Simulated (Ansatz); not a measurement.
C3H7BFN, SMILES CB(N)/C=C\F.

Geometry: ωB97X-D3(BJ)/def2-SVP. The structure was generated by enumeration; whether it is a known compound was not checked. The values are those of a single conformer.

Two levels are set side by side: PBE/def2-SVPD (Ansatz, an electronic-structure program) and CAM-B3LYP/def2-SVPD (Ansatz). Energy differences of separate SCF runs at the same geometry; the states with an electron removed or added have multiplicity 2 and 2. Differences are taken from unrounded values.

| quantity | PBE |
|---|---|
| vertical ionisation energy (eV) | 9.28 |
| vertical singlet–triplet gap (eV) | 3.94 |

These are the PBE values. What does CAM-B3LYP give? (The exact figures need the calculation; the answer reports its results.)


| quantity | CAM-B3LYP | PBE minus CAM-B3LYP |
|---|---|---|
| vertical ionisation energy (eV) | 9.69 | -0.41 |
| vertical singlet–triplet gap (eV) | 3.98 | -0.05 |
